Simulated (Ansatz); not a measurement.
Born–Oppenheimer molecular dynamics of C$_{3}$H$_{10}$OSi (15 atoms, charge 0, multiplicity 1). It goes on from the last frame of an earlier run, with new velocities.

All numbers below come from RKS r2SCAN-D4/6-31G in Ansatz 0.2.0.

| Item | Value |
| --- | --- |
| ensemble | NVT, Langevin thermostat |
| time step | 0.5 fs |
| steps asked | 100 |
| set temperature | 300 K |
| friction | 0.001 /fs |
| seed | 827413 |

First frame:

```xyz
15
Properties=species:S:1:pos:R:3
Si -0.155 0.144 -0.008
O -0.253 0.255 1.742
C -0.952 -0.652 2.577
H -1.810 -1.073 2.113
H -0.323 -1.521 2.853
H -1.293 -0.183 3.540
C 1.775 -0.057 -0.582
H 2.095 -0.997 -0.149
H 1.830 -0.130 -1.673
H 2.373 0.753 -0.185
C -0.920 1.728 -0.819
H -1.848 1.936 -0.271
H -0.263 2.619 -0.768
H -1.238 1.488 -1.840
H -0.908 -1.094 -0.553
```

How far do the bonds stretch over the last three quarters of this one trajectory? (Pairs bonded in most of those frames.)


| bond | mean (Å) | spread (Å) | shortest | longest |
| --- | --- | --- | --- | --- |
| Si1–O2 | 1.726 | 0.021 | 1.70 | 1.78 |
| Si1–C7 | 1.892 | 0.071 | 1.80 | 1.99 |
| Si1–C11 | 1.916 | 0.044 | 1.83 | 1.96 |
| Si1–H15 | 1.526 | 0.047 | 1.45 | 1.59 |
| O2–C3 | 1.454 | 0.045 | 1.38 | 1.53 |
| C3–H4 | 1.107 | 0.044 | 1.04 | 1.17 |
| C3–H5 | 1.101 | 0.024 | 1.07 | 1.14 |
| C3–H6 | 1.096 | 0.026 | 1.06 | 1.14 |
| C7–H8 | 1.099 | 0.019 | 1.07 | 1.13 |
| C7–H9 | 1.103 | 0.033 | 1.05 | 1.15 |
| C7–H10 | 1.100 | 0.022 | 1.07 | 1.14 |
| C11–H12 | 1.096 | 0.024 | 1.06 | 1.14 |
| C11–H13 | 1.096 | 0.022 | 1.06 | 1.13 |
| C11–H14 | 1.097 | 0.021 | 1.07 | 1.13 |

Mean temperature of the second half: 233 K. The mean temperature of the second half is 22 % below the set value. A run of 0.05 ps of so small a system gives no equilibrium averages. Limits of this set-up: no polarisation functions.

The run took 12 min on 1 thread of Arm Neoverse V2, on a shared host, peak memory 0.15 GiB.
